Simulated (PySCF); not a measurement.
## Correlation energy of Sc (scandium, neutral)

[Ar] 3d2 4s1, 4s spin antiparallel (an excited configuration). Calculation: PySCF 2.14, in x2c-QZVPPall (11s7p5d3f2g, 96 functions); the spin-free X2C one-electron Hamiltonian (Gaussian nucleus). Frozen: [Ne]; 11 electrons correlated.

MP2 pair energies summed by pair of shells (mhartree):

```
 pair   energy  share (%)
3p-3p  -124.74       45.9
3p-3d   -64.88       23.9
3s-3p   -35.88       13.2
3d-4s   -13.33        4.9
3s-3d   -10.21        3.8
3p-4s    -8.67        3.2
3s-3s    -7.18        2.6
3d-3d    -6.25        2.3
3s-4s    -0.50        0.2
```

Total MP2 correlation energy: -271.66 mhartree.

Same-spin part -77.31 and opposite-spin part -194.35 mhartree; SCS-MP2 scales them by 1/3 and 6/5 to -258.99 mhartree.

This basis was not built for core-valence correlation, so the inner-shell part is incomplete.
